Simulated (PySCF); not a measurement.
**C₆ coefficients of unlike pairs at M06-L**

Calculated with PySCF 2.14 from the dipole response of each species, C₆(A,B) = (3/π) ∫ α_A(iu) α_B(iu) du, in atomic units, from isotropic polarisabilities. For ions this is the dispersion term alone; charge-induced terms of lower order in 1/R come first.

```tsv
species	configuration	basis	relativity	α (bohr³)	C₆ (like pair)
Cu	[Ar] 3d10 4s1 (2S)	aug-cc-pwCVTZ-DK with one added diffuse shell each of s, p, d, f, g type (11s10p8d5f4g)	spin-free X2C	42.53	279.4
Pd²⁺	[Kr] 4d8 (3F)	aug-cc-pwCVDZ-PP with ECP28MDF (6s6p5d3f)	core potential	6.385	33.55
Br²⁺	[Ar] 3d10 4s2 4p3 (4S)	aug-cc-pVQZ-PP with ECP10MDF (7s6p5d3f2g)	core potential	8.118	39.35
Sr²⁺	[Kr] (1S)	aug-cc-pwCVTZ-X2C with one added diffuse shell each of s, p, d, f type (11s10p8d4f)	spin-free X2C	5.872	29.23
```

(1) Estimate C₆ for Sr²⁺ with Br²⁺.

No spin-orbit coupling is included.

The other pairs:

```csv
pair,C₆
"Pd²⁺, Cu",77.16
"Sr²⁺, Pd²⁺",31.21
"Br²⁺, Pd²⁺",35.55
"Sr²⁺, Cu",72.29
"Br²⁺, Cu",90.85
```

Results:

(1) The integral gives 33.46. The combination rule 2 C_A C_B / (C_A α_B/α_A + C_B α_A/α_B) gives 33.40 and the geometric mean 33.91.
